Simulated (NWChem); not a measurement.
Molecule: GeSe, singlet; SMILES [Ge]=[Se]

```xyz
2

Ge     0.0000     0.0000    -1.1028
Se     0.0000     0.0000     1.0376
```
Atoms are numbered in this order, from 1.

Level: PBE0-D3(BJ)/def2-TZVP (NWChem), optimised geometry, unscaled harmonic frequencies. Low-valent species are run as closed-shell singlets; no triplet was tried in these runs. This build's default masses of Se (78.918 u) and Br (79.917 u) are each other's, which moves their modes by up to 0.6 %.

```
frequency (cm⁻¹)  IR intensity (km/mol)
----------------  ---------------------
419                                21.2
```

The zero-point energy is 0.6 kcal/mol and the thermal correction to the enthalpy at 298.15 K (with zero-point energy) comes out as 2.9 kcal/mol. The heat capacity Cv is 6.4 cal/(mol K). The entropy at 298.15 K and 1 atm (symmetry number 1) is 59.1 cal/(mol K) and the dipole moment is 1.90 D.

Rigid rotor and harmonic oscillator.
